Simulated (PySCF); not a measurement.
Ionisation energy of As²⁸⁺ by level of theory

As²⁸⁺ [He] 2s2 2p1 (2P) → As²⁹⁺ [He] 2s2 (1S), as a difference of total energies. Computed with PySCF 2.14 in an even-tempered Gaussian basis (19 s from 7.6 bohr⁻², ratio 2.2; 12 p from 9.8 bohr⁻², ratio 2.2; 6 d from 40 bohr⁻², ratio 2.4; 5 f from 60 bohr⁻², ratio 2.4; 4 g from 91 bohr⁻², ratio 2.4), with scalar relativity by spin-free X2C-1e. Correlated levels: nothing frozen; virtual orbitals above 40 to 60 times the deepest correlated orbital energy dropped. The calculations carry no spin-orbit coupling.

| method | ionisation energy (eV) |
| --- | --- |
| UHF | 3064.3 |
| LDA | 3061.2 |
| PBE | 3065.3 |
| PBE0 | 3065.3 |
| r2SCAN | 3066.7 |
| TPSSh | 3066.6 |
| PBEsol | 3062.8 |
| MP2 (all electrons) | 3063.6 |
| SCS-MP2 (all electrons) | 3063.3 |

A first-order spin-orbit estimate (lowest level to lowest level, LS coupling) adds 27.883 eV.

For this ion Breit and QED terms and the two-electron picture change, all absent here, outweigh the differences among the correlated methods.

For comparison: 3088.1 ± 1.9 eV (semi-empirical (NIST evaluation); NIST Atomic Spectra Database, ionization energies).
